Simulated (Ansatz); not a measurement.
Program: Ansatz. Geometries: PBE0-D4/def2-TZVP. ΔE: electronic, gas phase. CBS: MP2 limit from def2 TZ/QZ plus the TZ coupled-cluster correction, frozen cores. This one scheme is used for every species. DFT in def2-TZVPP. For Ge outer-core shells are correlated without core-valence functions, which leaves a few kJ/mol of doubt a bond. Scalar relativity is left out up to krypton. One conformer a species, not always the lowest.

`[SiH3]C#C[O][GeH3]` + `O[SiH](O)F` → `O[SiH](F)[O][GeH3]` + `OC#C[SiH3]`  (ligand exchange at a Ge–O bond)

(1) Is it downhill or uphill in electronic energy at CCSD(T)/CBS, and by how much? (Best estimate.)

(2) What do these levels give: r2SCAN-D4, PBE0-D4, PBE, CCSD(T)/def2-TZVPP, MP2/def2-QZVPP, HF/CBS(def2)? (Best estimate.)

Largest T1 diagnostic among the species: 0.013.

Answers

(1) Computed: Uphill: ΔE = +3.0 kJ/mol.

(2) The calculation gave: r2SCAN-D4 5.8, PBE0-D4 4.4, PBE 7.8, CCSD(T)/def2-TZVPP 3.1, MP2/def2-QZVPP 6.4, HF/CBS(def2) -1.7 kJ/mol.

In def2-TZVPP, CCSD(T) changes the Hartree–Fock value by +4.1 kJ/mol (the triples alone add +1.6 kJ/mol) and MP2 by +7.6 kJ/mol.
